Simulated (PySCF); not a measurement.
Species: 3,3,3-trifluoropropanal, C3H3F3O.
Structure used (PBE0-D3(BJ)/def2-SVP), in Å, numbered top down from 1:
```xyz
10
C3H3F3O angstrom
O      2.359    0.735    0.368
C      1.162    0.770    0.346
C      0.303   -0.472    0.250
C     -1.015   -0.238   -0.440
F     -0.836    0.198   -1.691
F     -1.742   -1.354   -0.498
F     -1.739    0.686    0.204
H      0.603    1.736    0.426
H      0.088   -0.818    1.275
H      0.862   -1.266   -0.263
```

Computed with PySCF at PBE0/def2-SVPD, non-relativistic, on one gas-phase PBE0-D3(BJ)/def2-SVP geometry that isn't relaxed in the solvent. The solvent is an IEF-PCM continuum (van der Waals radii × 1.2), and excitations are vertical TDDFT with non-equilibrium linear response and a frozen core. Only the electrostatic response of the medium enters.

| run | E − E(gas) (kcal/mol) | HOMO (eV) | HOMO–LUMO gap (eV) | dipole (D) | lowest singlet (eV) | static polarisability (au) |
| --- | --- | --- | --- | --- | --- | --- |
| gas | 0.00 | -8.23 | 6.70 | 1.39 | 4.26 | 42.4 |
| P | -5.59 | -8.06 | 6.81 | 1.82 | 4.38 | 52.5 |
| Q | -5.79 | -8.06 | 6.81 | 1.84 | 4.39 | 52.9 |

Q: The runs were made in acetone and acetonitrile. Which run belongs to which solvent?

A: P = acetone, Q = acetonitrile. The dielectric constants are 20.49 (acetone), 35.69 (acetonitrile), and the energy falls further as ε rises. The optical constants n² used for the excitations are 1.85, 1.81 in the same order. In this model the ground state sees the solvent through ε alone.

Q: How constant is the ratio of the lowering to (ε − 1)/(2ε + 1)?

A: 
| solvent | (ε − 1)/(2ε + 1) | E − E(gas) (kcal/mol) | ratio (kcal/mol) | polarisation term (kcal/mol) |
| --- | --- | --- | --- | --- |
| acetone | 0.464 | -5.59 | -12.0 | -6.53 |
| acetonitrile | 0.479 | -5.79 | -12.1 | -6.80 |

The ratio changes by +0.3 % in size from acetone to acetonitrile. The polarisation term is half the interaction of the solute with the induced surface charges.
